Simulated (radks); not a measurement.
Charge is removed step by step from the 5s down level of the terbium ion Tb+, starting from [Kr] 4d10 4f9 5s(up 1, down 1) 5p6 6s1. All-electron calculation, scalar-relativistic Kohn-Sham, BLYP, spin-polarised, spherical densities, finite nucleus; open shells are filled with parallel spins first (spin-orbit coupling, left out, can overturn this in heavy ions); Fermi nuclear charge, rms radius 5.06 fm. Program: a radial shooting solver on a logarithmic mesh with Libxc functionals.

removed (e)  E - E(0) (eV)  eigenvalue (eV)  E minus straight line (eV)
0                    0.000          -52.378                       0.000
0.25                13.464          -55.425                      -1.182
0.5                 27.701          -58.568                      -1.590
0.75                42.735          -61.790                      -1.202
1                   58.583          -65.080                       0.000

Removing the whole electron costs 58.583 eV by Delta-SCF, against 52.378 eV from minus the eigenvalue at the starting occupation. Slater's transition state (half an electron removed) gives 58.568 eV. Integrating minus the eigenvalue over the occupation (Janak's theorem) gives 58.621 eV. In this scalar-relativistic scheme the density is built from large components alone, so the theorem holds only approximately. The mean slope of the eigenvalue, de/dn, is 12.7 eV per electron.
